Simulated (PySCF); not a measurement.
These are TPSSh-D3(BJ)/def2-TZVP // TPSS-D3(BJ)/def2-SVP run with PySCF values and carry that method's errors. All species are isolated molecules in the gas phase. One relaxed conformer stands for a flexible species; it need not be the lowest. 

Reference species: [Cd(OH)2] (neutral, multiplicity 1).

| Quantity | Result |
|---|---|
| HOMO | -6.94 eV |
| coordination number | 2 |
| charge on the central atom (Mulliken) | 0.85 e |

Changed species: [Cd(Cl)2] (0 of 2 Cl replaced by OH; the reference has 2 of 2 Cl replaced by OH).

Question: What does the change do to the HOMO, coordination number and charge on the central atom (Mulliken)?

Answer: the HOMO falls by 1.21 eV, to -8.15 eV; the coordination number stays essentially unchanged; the charge on the central atom (Mulliken) falls by 0.04 e, to 0.81 e.
